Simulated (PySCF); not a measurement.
# Vertical excitation energies

NH3BH2NH2BH2NH2BH3, B₃H₁₄N₃.
SMILES: `[BH3-][NH2+][BH2-][NH2+][BH2-][NH3+]`

Method used: TDDFT CAM-B3LYP/def2-SVPD, vertical, gas phase, core orbitals frozen in the response in PySCF. One conformer (not necessarily the lowest) at the PBE0-D3(BJ)/def2-SVP geometry, without solvent, vibrations or thermal averaging. Torsions of this conformer, `[BH3-:1][NH2+:2][BH2-:3][NH2+:4][BH2-:5][NH3+:6]`: B1–N2–B3–N4 -46°, N2–B3–N4–B5 110°, B3–N4–B5–N6 -42°.

| state | E (eV) | λ (nm) | f | \|μ\| (D) | main configurations (H = HOMO, L = LUMO) |
| --- | --- | --- | --- | --- | --- |
| S1 | 7.14 | 173.5 | 0.025 | 0.96 | H→L (54%), H→L+1 (30%) |
| S2 | 7.37 | 168.3 | 0.033 | 1.09 | H-1→L (67%), H-1→L+1 (20%) |
| S3 | 7.55 | 164.3 | 0.046 | 1.27 | H-2→L (70%), H-2→L+1 (12%) |
| S4 | 7.61 | 163.0 | 0.014 | 0.71 | H-3→L (39%), H-1→L+1 (16%), H→L+1 (14%) |
| S5 | 7.83 | 158.4 | 0.043 | 1.21 | H→L+1 (36%), H→L (18%), H-3→L (8%) |
| S6 | 7.94 | 156.1 | 0.0075 | 0.50 | H-2→L+1 (34%), H-1→L+2 (26%) |
| S7 | 8.01 | 154.8 | 0.012 | 0.62 | H-1→L+2 (27%), H-2→L+1 (24%), H-3→L+1 (14%) |
| S8 | 8.04 | 154.2 | 0.0099 | 0.57 | H-3→L+2 (20%), H-3→L (20%), H-1→L+1 (16%) |
| S9 | 8.18 | 151.7 | 0.027 | 0.93 | H→L+2 (24%), H-1→L+1 (17%), H→L+3 (12%) |
| S10 | 8.37 | 148.1 | 0.019 | 0.77 | H→L+2 (20%), H→L+3 (16%), H-3→L+2 (16%) |

Triplets, Tamm–Dancoff:

```csv
state,E (eV),λ (nm),"main configurations (H = HOMO, L = LUMO)"
T1,6.98,177.5,"H→L (51%), H→L+1 (27%)"
T2,7.16,173.1,"H-1→L (61%), H-1→L+1 (18%)"
T3,7.34,168.9,"H-2→L (64%), H-2→L+1 (9%)"
T4,7.45,166.5,"H-3→L (41%), H-1→L+1 (15%), H→L+1 (12%)"
```

The lowest singlet lies at 7.14 eV (174 nm, vacuum ultraviolet) and is weak; its leading configuration is HOMO→LUMO (54%). The most intense listed level is S3 at 7.55 eV (164 nm, f = 0.046), 0.40 eV above S1. Löwdin shares by element: HOMO boron 36% or more, hydrogen 35% or more, nitrogen 7% or more (atoms not listed hold the other 22%); LUMO boron 53%, hydrogen 10% or more (atoms not listed hold the other 38%). Weighted by f, the mean energy of these states is 7.73 eV. Of the 10 states listed, 8 reach f = 0.01 and none stays under 0.0005. The oscillator strengths of these states sum to 0.237; summed over the whole spectrum of an exact calculation they would give the number of electrons, 50 (Thomas–Reiche–Kuhn). The vertical ionisation energy (ΔSCF) is 10.12 eV, 1.74 eV above S10. The window holds the lowest 10 singlets.
